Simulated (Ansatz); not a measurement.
C2H2FSi, SMILES `[C]#C[SiH2]F` radical. The species carries charge 0 and has multiplicity 2.

```tsv
atom	x (Å)	y (Å)	z (Å)
C1	0.462	-0.735	-2.316
C2	0.242	-0.380	-1.178
Si3	-0.131	0.191	0.511
F4	0.799	-0.596	1.538
H5	-1.541	-0.113	0.828
H6	0.170	1.633	0.616
```

Task: List the harmonic frequencies (cm⁻¹, unscaled) at PBE0-D4/def2-TZVP in Ansatz. (Best estimate.)

Result: The calculation gave: 132, 166, 325, 639, 642, 730, 877, 923, 960, 2165, 2272, 2277.

Task: Is this a minimum?

Result: Yes, all 12 modes are real.

Task: Give the ideal-gas thermochemistry at 298.15 K and 1 bar (rigid rotor, harmonic oscillator; point group Cs, symmetry number 1).

Result: Zero-point energy 72.4 kJ/mol; H(298) − E = 88.2 kJ/mol; entropy 305.8 J/(mol·K), of which translation 162.4, rotation 103.7, vibration 33.9, electronic 5.8; G(298) − E = -3.0 kJ/mol.

Task: Rotational constants (cm⁻¹)?

Result: 0.6356, 0.1215, 0.1059.
